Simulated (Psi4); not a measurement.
Pair of molecules, SMILES ClB(Cl)Cl with SMILES COC (the first has 4 atoms); geometry from B3LYP-D3(BJ)/def2-TZVP, rigid monomers moved along the line of their centres of mass till B2···O6 is 1.50 Å.
(charge 0, multiplicity 1):
```xyz
13

Cl     0.6805    -1.5124     0.8971
B     -0.1045     0.0906     1.3321
Cl     0.8459     1.5414     0.7679
Cl    -1.8636     0.1896     0.8607
C     -0.9287    -0.7965     3.5376
O     -0.0890     0.1624     2.8320
C      1.2186     0.2761     3.4643
H     -0.9935    -0.4636     4.5702
H     -0.4791    -1.7853     3.4646
H     -1.8997    -0.7767     3.0608
H      1.0478     0.5547     4.5008
H      1.7580     1.0516     2.9368
H      1.7357    -0.6789     3.3877
```

Calculation: SAPT0/jun-cc-pV(D+d)Z (Psi4).

Q: Give the four SAPT terms and the total, and say what mostly holds the pair together.

A: electrostatics -5297.9, exchange 8179.1, induction -4038.9, dispersion -1171.3, total -2328.9 meV; the largest attraction is electrostatics.
